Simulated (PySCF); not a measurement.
Species: C3H7BPb.
Numbering: `[BH2:1][PbH2:2][CH2:3][C:4]#[CH:5]` (hydrogens: H6, H7 on B1; H8, H9 on Pb2; H10, H11 on C3; H12 on C5)

Cartesian coordinates in Å at the PBE0-D3(BJ)/def2-SVP level; atoms count from 1:
```xyz
12
C3H7BPb angstrom
B     -2.1141    0.8271    0.0770
Pb    -0.9421   -1.1286   -0.1767
C      1.1943   -0.6939    0.5146
C      1.6570    0.5505   -0.0389
C      2.0086    1.6070   -0.5241
H     -2.1891    1.6051   -0.8398
H     -2.6226    1.0855    1.1393
H     -0.7780   -1.7097   -1.8372
H     -1.4835   -2.4868    0.8239
H      1.1650   -0.6736    1.6138
H      1.8077   -1.5472    0.1910
H      2.3357    2.5360   -0.9516
```

Theory: PySCF 2.14.0, PBE0-D3(BJ)/def2-SVP geometry optimisation, gas phase, def2 core potentials past Kr.

Masses are those of the commonest isotopes; rigid-rotor values at the optimised geometry. The values belong to one conformer with, in the numbering `[BH2:1][PbH2:2][CH2:3][C:4]#[CH:5]`, H–B1–Pb2–C3 92° and -86°, B1–Pb2–C3–C4 -46°.

Task: What are A, B and C (MHz)?

Result: Ia = 108.74, Ib = 350.34, Ic = 424.50 u·Å²; 505379 MHz·u·Å²/I gives A = 4648, B = 1443, C = 1191 MHz.

Task: Classify the top.

Result: An asymmetric top; Ray's κ = -0.854.

Task: Is it planar, by Δ = Ic − Ia − Ib?

Result: Not planar: Δ = Ic − Ia − Ib = -34.58 u·Å². For a rigid frame Δ = −2 Σ m c², so Σ m c² = 17.29 u·Å² lies off the ab plane: 9.71 from hydrogen and 7.58 from heavier atoms. The atom farthest from that plane is 1.74 Å away.

Task: List the rotational levels J(Ka,Kc) to J = 5 (MHz).

Result: Above 0(0,0):
J = 1: 1(0,1) 2633, 1(1,1) 5838, 1(1,0) 6090
J = 2: 2(0,2) 7885, 2(1,2) 10852, 2(1,1) 11608, 2(2,1) 21224, 2(2,0) 21238
J = 3: 3(0,3) 15727, 3(1,3) 18365, 3(1,2) 19876, 3(2,2) 29123, 3(2,1) 29194, 3(3,1) 45788, 3(3,0) 45789
J = 4: 4(0,4) 26119, 4(1,4) 28366, 4(1,3) 30882, 4(2,3) 39644, 4(2,2) 39855, 4(3,2) 56347, 4(3,1) 56351, 4(4,1) 79641, 4(4,0) 79641
J = 5: 5(0,5) 39012, 5(1,5) 40844, 5(1,4) 44610, 5(2,4) 52778, 5(2,3) 53262, 5(3,3) 69556, 5(3,2) 69571, 5(4,2) 92838, 5(4,1) 92838, 5(5,1) 122790, 5(5,0) 122790
Those of J = 1 are B + C, A + C and A + B.

Task: Which types of transition are allowed, and where do some lines up to J = 2 fall?

Result: The dipole components are |μa| = 0.62 D, |μb| = 0.62 D, |μc| = 0.42 D. The squared components, which scale the intensities, stand as 1.00 : 1.00 : 0.44 (a : b : c). Some lines, for components of 0.1 D or more:

| type | branch | J(Ka,Kc) | MHz | lower level (cm⁻¹) |
| --- | --- | --- | --- | --- |
| a | Q | 2(1,1) ← 2(1,2) | 756 | 0.362 |
| a | R | 1(0,1) ← 0(0,0) | 2633 | 0.000 |
| c | Q | 2(1,2) ← 2(0,2) | 2968 | 0.263 |
| c | Q | 1(1,1) ← 1(0,1) | 3205 | 0.088 |
| b | Q | 1(1,0) ← 1(0,1) | 3457 | 0.088 |
| b | Q | 2(1,1) ← 2(0,2) | 3724 | 0.263 |
| a | R | 2(1,2) ← 1(1,1) | 5014 | 0.195 |
| a | R | 2(0,2) ← 1(0,1) | 5252 | 0.088 |
| a | R | 2(1,1) ← 1(1,0) | 5518 | 0.203 |
| c | R | 1(1,0) ← 0(0,0) | 6090 | 0.000 |
| c | Q | 2(2,1) ← 2(1,1) | 9616 | 0.387 |
| b | Q | 2(2,0) ← 2(1,1) | 9630 | 0.387 |
| b | R | 2(2,1) ← 1(1,0) | 15134 | 0.203 |
| c | R | 2(2,0) ← 1(1,0) | 15148 | 0.203 |
| c | R | 2(2,1) ← 1(1,1) | 15386 | 0.195 |
| b | R | 2(2,0) ← 1(1,1) | 15400 | 0.195 |

Task: Estimate the classical rotational partition function at 10 K, 298.15 K and 500 K.

Result: Point group C1, symmetry number σ = 1; q = (√π/σ)·√((kT/h)³/(ABC)), k/h = 20836.6 MHz/K: 1890 at 10 K, 307000 at 298.15 K, 667000 at 500 K.

No PBE0-D3(BJ)/def2-SVP frequencies stand behind this structure, so it isn't proved a minimum. These are rigid-rotor constants of the computed structure; measured ground-state constants (B0) also hold zero-point vibration. Quadrupole hyperfine structure (11B) is left out.
